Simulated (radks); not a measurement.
The numbers below are computed, except where a source is named.
Question: All-electron atom: Pt II in [Xe] 4f14 5d9. Code: a radial shooting solver on a logarithmic mesh with Libxc functionals. Model: Dirac Kohn-Sham, PW91, spin-unpolarised, spherical densities, finite nucleus; open shells fill j = l - 1/2 first; Fermi nuclear charge, rms radius 5.427 fm.

Spin-orbit splittings of the eigenvalues, e(l+1/2) - e(l-1/2), with zeta = 2 splitting/(2l+1) and mean radii in bohr:

| shell | occ. | splitting (eV) | zeta (eV) | <r> j=l-1/2 | <r> j=l+1/2 |
|---|---|---|---|---|---|
| 2p | 6 | 1729 | 1153 | 0.05906 | 0.06749 |
| 3p | 6 | 380.1 | 253.4 | 0.1768 | 0.1923 |
| 3d | 10 | ? | ? | 0.1676 | 0.1723 |
| 4p | 6 | 90.55 | 60.37 | 0.4179 | 0.4518 |
| 4d | 10 | 16.84 | 6.736 | 0.4617 | 0.4729 |
| 4f | 14 | 3.455 | 0.9871 | 0.5126 | 0.5200 |
| 5p | 6 | 14.91 | 9.942 | 1.036 | 1.136 |
| 5d | 9 | 1.370 | 0.5479 | 1.607 | 1.679 |

Estimate the 3d splitting.

Answer: 81.94 eV (zeta = 32.77 eV).
